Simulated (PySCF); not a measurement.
Worked example: chemical shift, span and skew from a shielding tensor

C3H8O2Si, SMILES O(/C=C/C)[SiH2]O. Atoms are numbered in the order given.

```xyz
14

C      3.2673     0.7753     0.5048
C      1.8427     1.0848     0.1581
C      0.8205     0.2584     0.3971
O     -0.4707     0.5747     0.0894
Si    -1.7718    -0.4771     0.0819
O     -1.7583    -1.4992    -1.2259
H      3.6851     1.5198     1.2052
H      3.3652    -0.2168     0.9734
H      3.9145     0.7891    -0.3899
H      1.6184     2.0465    -0.3167
H      0.9733    -0.7222     0.8711
H     -1.7008    -1.3693     1.2643
H     -2.9532     0.4191     0.0787
H     -1.8488    -1.1022    -2.1006
```
Charge 0, spin multiplicity 1.

The structure is a stationary point at B3LYP-D3(BJ)/def2-SVP. The structure was generated by enumeration; whether it is a known compound was not checked. The values are those of a single conformer.

GIAO shieldings from PySCF with PBE/pcSseg-1, non-relativistic, no solvent. The symmetric part of the tensor of C3 has the principal values -60.8, 74.4, 83.8 ppm. The same nucleus in TMS has σ = 182.0 ppm at this level (PySCF, at its B3LYP-D3(BJ)/def2-TZVP geometry).

Question: Work out the isotropic shielding, the ¹³C shift against TMS, the span and the skew.

Answer: 
σ(iso) = (σ11 + σ22 + σ33)/3 = 32.5 ppm. δ = σ(ref) − σ(iso) = 182.0 − (32.5) = 149.5 ppm.
Span Ω = σ33 − σ11 = 144.6 ppm. Skew κ = 3(σ(iso) − σ22)/Ω = -0.87. Tumbling in solution averages the tensor to δ; in a static solid the shielding alone would spread this spin-1/2 line over Ω.
